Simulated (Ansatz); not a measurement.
Basis-set series for CH$_{4}$F$_{2}$O$_{2}$Si, SMILES `O[SiH2]C(O)(F)F`. The species carries charge 0 and has multiplicity 1. The geometry is a stationary point of PBE0-D4/def2-TZVP. It is one conformer, not always the lowest.

```
functional       basis  functions  energy (Eh)  HOMO (eV)  LUMO (eV)
   PBE0-D4    def2-SVP        108   -679.27898      -8.65       0.57
   PBE0-D4  def2-TZVPP        253   -679.86284      -8.88      -0.01
   ωB97M-V    def2-SVP        108   -679.65543     -10.94       2.45
   ωB97M-V  def2-TZVPP        253   -680.25023     -11.20       1.65
```

Problem. Give the rows for def2-QZVPP. (Estimate.)

Solution. Ansatz gave: 
```tsv
functional	basis	functions	energy (Eh)	HOMO (eV)	LUMO (eV)
PBE0-D4	def2-QZVPP	475	-679.89377	-8.93	-0.22
ωB97M-V	def2-QZVPP	475	-680.27927	-11.26	1.25
```

Positive LUMOs are unbound and depend on the basis.
